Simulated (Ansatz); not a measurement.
Relaxation of F₂GeH₂O (6 atoms, charge 0, multiplicity 1), to a largest force component of 0.02 eV/Å in at most 40 steps.

Level of theory: RKS BHLYP-D4/def2-SVP (Ansatz).

```xyz
6
Properties=species:S:1:pos:R:3
Ge 0.000 0.000 0.000
H 0.000 0.000 1.550
F 1.584 0.000 -0.559
F -0.791 1.371 -0.559
O -0.834 -1.444 -0.589
H -1.288 -1.910 0.183
```

Question: Where does it end, and by what steps?

Answer: The forces met the threshold. After 23 steps the energy has fallen by 0.301 eV; H6 moved furthest, 0.97 Å.

| step | energy less start (eV) | largest force component (eV/Å) | accepted |
| --- | --- | --- | --- |
| 0 | 0.0000 | 2.017 | yes |
| 1 | -0.1536 | 0.943 | yes |
| 2 | -0.1775 | 0.255 | yes |
| 3 | -0.1789 | 0.399 | yes |
| 4 | -0.1839 | 0.051 | yes |
| 5 | -0.1843 | 0.023 | yes |
| 6 | -0.1849 | 0.078 | yes |
| 7 | -0.1968 | 0.144 | yes |
| 8 | 0.0861 | 4.356 | no |
| 9 | -0.2033 | 0.084 | yes |
| 10 | -0.2092 | 0.076 | yes |
| 11 | -0.1780 | 1.996 | no |
| 12 | -0.2145 | 0.085 | yes |
| 13 | -0.2209 | 0.210 | yes |
| 14 | -0.2152 | 1.335 | no |
| 15 | -0.2269 | 0.189 | yes |
| 16 | -0.2335 | 0.265 | yes |
| 17 | -0.2452 | 0.308 | yes |
| 18 | -0.2653 | 0.295 | yes |
| 19 | -0.2595 | 0.872 | no |
| 20 | -0.2802 | 0.171 | yes |
| 21 | -0.2913 | 0.096 | yes |
| 22 | -0.3002 | 0.074 | yes |
| 23 | -0.3015 | 0.011 | yes |

```xyz
6
Properties=species:S:1:pos:R:3
Ge -0.017 -0.044 0.240
H 0.363 0.249 1.667
F 1.358 -0.095 -0.780
F -0.964 1.214 -0.435
O -0.884 -1.535 0.104
H -1.186 -1.772 -0.771
```

Run time: 48 s on 2 threads of Arm Neoverse V2 (shared host), peak memory 0.17 GiB.
